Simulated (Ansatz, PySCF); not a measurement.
This singlet lies 0.89 eV below the relaxed triplet at the level frozen-core CCSD(T)/cc-pVTZ // B3LYP-D3(BJ)/def2-TZVP (Ansatz, a program for electronic structure).

B3LYP has the VWN-RPA correlation part, as in Gaussian. 

Z-matrix (Å, degrees):
```
Si
H 1 1.4724
H 1 1.4724 2 114.76
H 1 1.4726 2 115.49 3 -138.15
N 1 1.8177 2 100.51 3 106.84
S 5 1.5014 1 137.37 2 121.09
H 6 1.3899 5 106.76 1 -0.04
```
Charge +1, spin multiplicity 1.

Question: What is the computed total energy, HOMO–LUMO gap, LUMO and HOMO (B3LYP-D3(BJ)/def2-TZVP (PySCF 2.14.0))?

Answer: 
```yaml
total_energy: -744.5879 Ha
HOMO–LUMO gap: 3.68 eV
LUMO: -10.51 eV
HOMO: -14.19 eV
```
